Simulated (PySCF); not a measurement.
## Hf (hafnium, neutral) across methods

[Xe] 4f14 5d2 6s1 7s1, high-spin 5F determinant (an excited configuration). Calculation: PySCF 2.14, in aug-cc-pwCVDZ-PP with ECP60MDF; a scalar-relativistic core potential. The B2PLYP total includes its PT2 part (frozen core); its orbital energies are those of the SCF part.

```json
{"method": "B2PLYP", "E (hartree)": "-48.1014", "mean ε 6s α (eV)": "-9.272", "mean ε 5d α (eV)": "-8.967", "mean ε 7s α (eV)": "-1.784", "Σ⟨r²⟩ (bohr²)": "126.8", "⟨S²⟩": "6.002"}
{"method": "LDA", "E (hartree)": "-48.1269", "mean ε 6s α (eV)": "-8.311", "mean ε 5d α (eV)": "-6.759", "mean ε 7s α (eV)": "-1.515", "Σ⟨r²⟩ (bohr²)": "122.0", "⟨S²⟩": "6.000"}
{"method": "CAM-B3LYP", "E (hartree)": "-48.2209", "mean ε 6s α (eV)": "-9.752", "mean ε 5d α (eV)": "-9.103", "mean ε 7s α (eV)": "-1.971", "Σ⟨r²⟩ (bohr²)": "125.3", "⟨S²⟩": "6.001"}
{"method": "r2SCAN", "E (hartree)": "-48.2959", "mean ε 6s α (eV)": "-8.200", "mean ε 5d α (eV)": "-7.175", "mean ε 7s α (eV)": "-1.466", "Σ⟨r²⟩ (bohr²)": "125.0", "⟨S²⟩": "6.002"}
{"method": "UHF", "E (hartree)": "-47.81889", "mean ε 6s α (eV)": "-10.369", "mean ε 5d α (eV)": "-10.961", "mean ε 7s α (eV)": "-2.174", "Σ⟨r²⟩ (bohr²)": "128.9", "⟨S²⟩": "6.005"}
{"method": "PBE", "E (hartree)": "-48.2898", "mean ε 6s α (eV)": "-8.088", "mean ε 5d α (eV)": "-6.859", "mean ε 7s α (eV)": "-1.521", "Σ⟨r²⟩ (bohr²)": "124.6", "⟨S²⟩": "6.001"}
{"method": "M06-L", "E (hartree)": "-48.2652", "mean ε 6s α (eV)": "-7.903", "mean ε 5d α (eV)": "-6.880", "mean ε 7s α (eV)": "-1.391", "Σ⟨r²⟩ (bohr²)": "134.1", "⟨S²⟩": "6.002"}
```

(1) Estimate the same row for PBE0.

Energies and moments cover only the electrons outside the core potential. Spin-orbit coupling, absent here, splits the open shell strongly. The outer electron is Rydberg-like, and this basis confines it to a smaller radius and binds it less than a complete one would.

## Answers

(1) E (hartree) = -48.2625; mean ε 6s α (eV) = -8.764; mean ε 5d α (eV) = -8.014; mean ε 7s α (eV) = -1.748; Σ⟨r²⟩ (bohr²) = 125.6; ⟨S²⟩ = 6.001.
